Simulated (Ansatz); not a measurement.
## Nudged elastic band run: ClH5Sn

input.yaml

```yaml
crystal:
  periodic: [false, false, false]
  atoms:
    - { symbol: Sn, position_ang: [0.310768, 4.0e-06, -0.149838] }
    - { symbol: H, position_ang: [0.310772, 1.9e-05, 1.566262] }
    - { symbol: H, position_ang: [1.939147, -1.0e-05, -0.680912] }
    - { symbol: H, position_ang: [-0.474331, 1.405751, -0.71925] }
    - { symbol: H, position_ang: [-0.474344, -1.405742, -0.719233] }
    - { symbol: Cl, position_ang: [-3.108924, 6.0e-06, 1.59554] }
    - { symbol: H, position_ang: [-2.108788, -2.8e-05, 2.405331] }
basis:
  gaussian: { orbitals: def2-SVP }
hamiltonian:
  xc: pbe0
  dispersion: d4
neb:
  order_check: false
  images: 5
  f_tol: 0.05
  max_iterations: 60
  final_atoms:
    - { symbol: Sn, position_ang: [-0.41689216, 1.11e-06, -0.7579154] }
    - { symbol: H, position_ang: [-0.08693561, -4.57e-06, 3.5152725] }
    - { symbol: H, position_ang: [0.92622169, -3.72e-06, 0.29485365] }
    - { symbol: H, position_ang: [-0.51705543, 1.41997544, -1.69993325] }
    - { symbol: H, position_ang: [-0.51706315, -1.41997056, -1.69993643] }
    - { symbol: Cl, position_ang: [-2.33023026, 4.76e-06, 0.62866059] }
    - { symbol: H, position_ang: [-0.66374508, -2.44e-06, 3.01689834] }
  initial_path:
    images:
      - { positions_ang: [[0.310768, 4.0e-06, -0.149838], [0.310772, 1.9e-05, 1.566262], [1.939147, -1.0e-05, -0.680912], [-0.474331, 1.405751, -0.71925], [-0.474344, -1.405742, -0.719233], [-3.108924, 6.0e-06, 1.59554], [-2.108788, -2.8e-05, 2.405331]] }
      - { positions_ang: [[0.21046985, 2.35e-06, -0.09621614], [0.19570108, 1.249e-05, 1.74436058], [1.84696124, -7.94e-06, -0.63175874], [-0.58193893, 1.4104341, -0.67470609], [-0.58194919, -1.4104279, -0.67469459], [-2.93240476, 5.18e-06, 1.33396256], [-1.76253928, -1.826e-05, 2.29695243]] }
      - { positions_ang: [[0.1101717, 6.9e-07, -0.04259427], [0.08063015, 5.99e-06, 1.92245916], [1.75477548, -5.89e-06, -0.58260549], [-0.68954687, 1.41511719, -0.63016219], [-0.68955438, -1.41511381, -0.63015619], [-2.75588553, 4.35e-06, 1.07238511], [-1.41629056, -8.52e-06, 2.18857386]] }
      - { positions_ang: [[0.00987355, -9.6e-07, 0.01102759], [-0.03444077, -5.2e-07, 2.10055774], [1.66258972, -3.83e-06, -0.53345223], [-0.7971548, 1.41980029, -0.58561828], [-0.79715957, -1.41979971, -0.58561778], [-2.57936629, 3.53e-06, 0.81080767], [-1.07004184, 1.21e-06, 2.08019529]] }
      - { positions_ang: [[-0.13238168, -2.7e-07, -0.24528674], [-0.05193905, -1.87e-06, 2.57212933], [1.41713371, -3.8e-06, -0.25735027], [-0.70378834, 1.41985867, -0.95705661], [-0.70379409, -1.41985666, -0.95705733], [-2.49632095, 3.94e-06, 0.75009198], [-0.93460959, -1.0e-08, 2.39242964]] }
      - { positions_ang: [[-0.27463692, 4.2e-07, -0.50160107], [-0.06943733, -3.22e-06, 3.04370091], [1.1716777, -3.76e-06, 0.01875169], [-0.61042189, 1.41991705, -1.32849493], [-0.61042862, -1.41991361, -1.32849688], [-2.41327561, 4.35e-06, 0.68937629], [-0.79917733, -1.23e-06, 2.70466399]] }
      - { positions_ang: [[-0.41689216, 1.11e-06, -0.7579154], [-0.08693561, -4.57e-06, 3.5152725], [0.92622169, -3.72e-06, 0.29485365], [-0.51705543, 1.41997544, -1.69993325], [-0.51706315, -1.41997056, -1.69993643], [-2.33023026, 4.76e-06, 0.62866059], [-0.66374508, -2.44e-06, 3.01689834]] }
```

Command:

```bash
$ ansatz run input.yaml --threads 1 --pin off --max-ram 2048MiB --backend cpu --events-out ev --progress --plain --runs-dir out
```

Output, in part (warnings, iteration lines, the closing report on the highest movable image, with atoms numbered from 0):

```
NEB end point (image 0): max|allowed force component| = 1.241e-2 eV/Å (the criterion of neb.relax_end_points is 1.000e-2)
NEB end point (image 6): max|allowed force component| = 5.275e-3 eV/Å (the criterion of neb.relax_end_points is 1.000e-2)
NEB iter   1: max|band force component| = 4.782e0 eV/Å  barrier→ = 2.3741 eV  barrier← = 2.9873 eV  Δτ_max = 0.2000 Å  (151 SCF iters)
NEB iter   2: max|band force component| = 2.114e0 eV/Å  barrier→ = 1.7139 eV  barrier← = 2.3271 eV  Δτ_max = 0.2000 Å  (129 SCF iters)
NEB iter   3: max|band force component| = 3.177e0 eV/Å  barrier→ = 1.3042 eV  barrier← = 1.9174 eV  Δτ_max = 0.1026 Å  (123 SCF iters)
NEB iter   4: max|band force component| = 8.765e-1 eV/Å  barrier→ = 1.0357 eV  barrier← = 1.6489 eV  Δτ_max = 0.2000 Å  (124 SCF iters)
NEB iter   5: max|band force component| = 5.034e-1 eV/Å  barrier→ = 0.7911 eV  barrier← = 1.4043 eV  Δτ_max = 0.1934 Å  (121 SCF iters)
NEB iter   6: max|band force component| = 3.549e0 eV/Å  barrier→ = 0.8513 eV  barrier← = 1.4645 eV  Δτ_max = 0.0951 Å  (117 SCF iters)
NEB iter   7: max|band force component| = 1.250e0 eV/Å  barrier→ = 0.8029 eV  barrier← = 1.4161 eV  Δτ_max = 0.0852 Å  (114 SCF iters)
NEB iter   8: max|band force component| = 1.274e0 eV/Å  barrier→ = 0.7888 eV  barrier← = 1.4020 eV  Δτ_max = 0.0331 Å  (105 SCF iters)
NEB iter   9: max|band force component| = 1.120e0 eV/Å  barrier→ = 0.7709 eV  barrier← = 1.3841 eV  CI = image 2  Δτ_max = 0.0438 Å  (94 SCF iters)
NEB iter  10: max|band force component| = 8.869e-1 eV/Å  barrier→ = 0.8261 eV  barrier← = 1.4392 eV  CI = image 2  Δτ_max = 0.0881 Å  (104 SCF iters)
NEB iter  11: max|band force component| = 8.424e-1 eV/Å  barrier→ = 0.9208 eV  barrier← = 1.5339 eV  CI = image 2  Δτ_max = 0.1785 Å  (109 SCF iters)
NEB iter  12: max|band force component| = 1.459e0 eV/Å  barrier→ = 1.2596 eV  barrier← = 1.8728 eV  CI = image 2  Δτ_max = 0.0895 Å  (117 SCF iters)
NEB iter  13: max|band force component| = 4.375e0 eV/Å  barrier→ = 1.2232 eV  barrier← = 1.8364 eV  CI = image 2  Δτ_max = 0.0441 Å  (111 SCF iters)
NEB iter  14: max|band force component| = 2.088e0 eV/Å  barrier→ = 1.2295 eV  barrier← = 1.8427 eV  CI = image 2  Δτ_max = 0.0879 Å  (107 SCF iters)
NEB iter  15: max|band force component| = 6.227e-1 eV/Å  barrier→ = 1.2193 eV  barrier← = 1.8324 eV  CI = image 2  Δτ_max = 0.0478 Å  (102 SCF iters)
NEB iter  16: max|band force component| = 8.358e-2 eV/Å  barrier→ = 1.2157 eV  barrier← = 1.8289 eV  CI = image 2  Δτ_max = 0.0459 Å  (101 SCF iters)
NEB iter  17: max|band force component| = 1.304e-1 eV/Å  barrier→ = 1.2152 eV  barrier← = 1.8283 eV  CI = image 2  Δτ_max = 0.0231 Å  (99 SCF iters)
NEB iter  18: max|band force component| = 2.070e-1 eV/Å  barrier→ = 1.2152 eV  barrier← = 1.8283 eV  CI = image 2  Δτ_max = 0.0116 Å  (85 SCF iters)
NEB iter  19: max|band force component| = 6.177e-2 eV/Å  barrier→ = 1.2152 eV  barrier← = 1.8283 eV  CI = image 2  Δτ_max = 0.0036 Å  (84 SCF iters)
NEB iter  20: max|band force component| = 2.489e-2 eV/Å  barrier→ = 1.2152 eV  barrier← = 1.8283 eV  CI = image 2  Δτ_max = 0.0000 Å  (187 SCF iters)
Total energy: -18425.30097762 eV, -677.1173218101 hartree
Atom 0 at    -0.191862    -0.000001    -0.128383 Å, force     0.000039    -0.000000     0.000085 eV/Å
Atom 1 at    -0.035587     0.000003     1.861313 Å, force    -0.000105    -0.000000     0.000066 eV/Å
Atom 2 at     1.536375    -0.000005    -0.026535 Å, force     0.000107     0.000000     0.000037 eV/Å
Atom 3 at    -0.690970     1.480047    -0.798024 Å, force    -0.000041     0.000257    -0.000073 eV/Å
Atom 4 at    -0.690976    -1.480047    -0.798025 Å, force    -0.000041    -0.000257    -0.000073 eV/Å
Atom 5 at    -2.559967     0.000000     1.309141 Å, force     0.000030     0.000000     0.000162 eV/Å
Atom 6 at    -0.972713     0.000002     1.878412 Å, force     0.000011    -0.000000    -0.000204 eV/Å
Dipole moment:     0.610869    -0.000000    -0.328825 e Å
```

It converged. A vibrational analysis at the climbing image gives one clearly imaginary mode, 1012i cm⁻¹: a first-order saddle point. The orbitals stay closed-shell, which can raise the energy where a bond breaks towards radicals; this wasn't checked here.

Final band (atoms are numbered from 1 in the order of the input):

```csv
image,path coordinate (Å),energy (kJ/mol),Sn1–H2 (Å),Cl6–H7 (Å),Sn1–Cl6 (Å)
0,0.00,0.0,1.72,1.29,3.84
1,0.94,10.7,1.74,1.31,3.40
2,1.88,117.2,2.00,1.69,2.77
3,2.60,30.7,2.44,2.11,2.47
4,3.32,-33.2,2.97,2.39,2.38
5,4.04,-56.2,3.61,2.68,2.37
6,4.76,-59.2,4.29,2.91,2.36
```

Time of the run: 91 s on 1 thread of AMD EPYC 9R45 96-Core Processor (Zen 5) (shared host), peak memory 0.16 GiB.
